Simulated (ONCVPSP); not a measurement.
**N, ONCV: configuration errors across variants**

* Element: nitrogen
* Generator: ONCVPSP 4.0.1
* Type: optimised norm-conserving Vanderbilt (ONCV)
* Functional: PBEsol
* Relativity: scalar-relativistic
* Frozen core: [He]
* Valence charge: 5
* Reference configuration: 2s2 2p2.5 (charge +0.5)
* Partial waves: 2s: rc 1.00 bohr, ncon 3, nbas 7, qcut 5.9 1/bohr, 3 projectors, debl 2.3 Ha; 2p: rc 1.85 bohr, ncon 4, nbas 9, qcut 8.7 1/bohr, 2 projectors, debl 2.2 Ha
* Local potential: polynomial inside 0.75 bohr (lpopt 5, dvloc0 3 Ha)
* Core correction: polynomial model core, fcfact 0.6

All-electron excitation energies from the reference (eV): (1) 2s2 2p3 -5.063; (2) 2s2 2p2 8.458; (3) 2s2 2p1 37.196; (4) 2s1 2p0 161.597.

A true bound ghost makes a file unfit for plane-wave use even where its test errors are small: the radial tests pick states by their node count and pass the ghost by.

Errors AE − PS in meV (a dash: test not solved or not reliable):

```csv
change,(1),(2),(3),(4),bound ghosts,GHOST(+) flags above zero
base,+5.0,+11,+187,+1401,none,s
p: nproj 3,+5.1,+11,+187,+1401,none,s
"local potential polynomial inside 0.90 bohr (lpopt 2, dvloc0 -1 Ha)",+5.0,+11,+187,+1401,none,s
s: rc 0.86,+4.8,+10,+180,+1404,s,s
s: rc 1.3,+5.6,+12,+205,+1336,none,none
```

(1) Give the same row for: s: qcut 3.9.

Answers

(1) +5.3, +11, +197, +1401; bound ghosts: s; GHOST(+) flags above zero: none.
